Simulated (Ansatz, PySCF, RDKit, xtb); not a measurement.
Noncovalent pair: C2H2 (SMILES C#C) (first 4 atoms) with CH3Br (SMILES CBr); geometry from B3LYP-D3(BJ)/def2-TZVP, rigid monomers moved along the line of their centres of mass till C1···H7 is 2.54 Å.
(charge 0, multiplicity 1):
```xyz
9

C     -0.04807     0.49295     0.17416
C     -0.00730    -0.26668    -0.75058
H     -0.08615     1.15266     1.00907
H      0.02993    -0.93229    -1.57819
C     -0.37835    -1.22004     3.08740
Br    -0.32841     0.65964     3.64197
H     -0.28138    -1.24296     2.00747
H     -1.32994    -1.62744     3.40958
H      0.45120    -1.72259     3.57175
```

Monomers are frozen at their geometry in the pair; levels with a basis set take the counterpoise correction.

Rows in 6-31G* carry no dispersion term and start afresh at each structure (6-31G* with six Cartesian d functions); the Pople sets are all-electron and without relativity.

Programs: Ansatz (Gaussian orbitals); PySCF for 6-31G* rows, the dispersion terms; RDKit for the force fields; xtb for the GFN methods. Values without a source in brackets are computed.

Q: One of these levels gives 5.6 kJ/mol for the interaction energy. Which?
A. GFN-FF
B. HF/6-31G*
C. MMFF94
D. PBE-D3(BJ)/def2-TZVPPD

A: B, HF/6-31G*. The others give 14.4 (MMFF94), -2.5 (GFN-FF), -9.0 (PBE-D3(BJ)/def2-TZVPPD)

Ansatz is a program for electronic structure.
